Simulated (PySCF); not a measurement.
I: ionisation energy

I [Kr] 4d10 5s2 5p5 [5p1/2^2 5p3/2^3, M_J = 3/2] → I⁺ [Kr] 4d10 5s2 5p4 [5p1/2^2 5p3/2^2, M_J = 2], as a difference of total energies. Computed with PySCF 2.14 in x2c-SVPall-2c (6s8p4d, 50 functions), with the two-component X2C-1e Hamiltonian. Correlated levels: [Ar] 3d10 frozen; the 6 highest virtual spinors dropped. "Screened" scales the spin-orbit matrix elements by Boettger's factors to mimic the two-electron term; Breit and QED terms are absent.

```
                    method  ionisation energy (eV)
           GHF (spin-free)                   9.569
          GMP2 (spin-free)                  10.110
 GHF (screened spin-orbit)                   9.391
GMP2 (screened spin-orbit)                   9.945
```

The spin-free rows relax to the high-spin LS determinant and lack the spin-orbit shift.

Errors of the correlated levels include the incompleteness of this basis and the frozen core.

The labels give the starting determinants; with spin-orbit coupling the two ends relaxed to ⟨J²⟩ = 3.76, ⟨L²⟩ = 2.03, ⟨S²⟩ = 0.78 and ⟨J²⟩ = 6.02, ⟨L²⟩ = 2.36, ⟨S²⟩ = 1.86.

Task: Which method comes closest to the reference value, and which is furthest?

Result: The reference is 10.451 eV (measured; NIST Atomic Spectra Database, ionization energies). Closest: GMP2 (spin-free) (error -0.341 eV); furthest: GHF (screened spin-orbit) (error -1.060 eV).
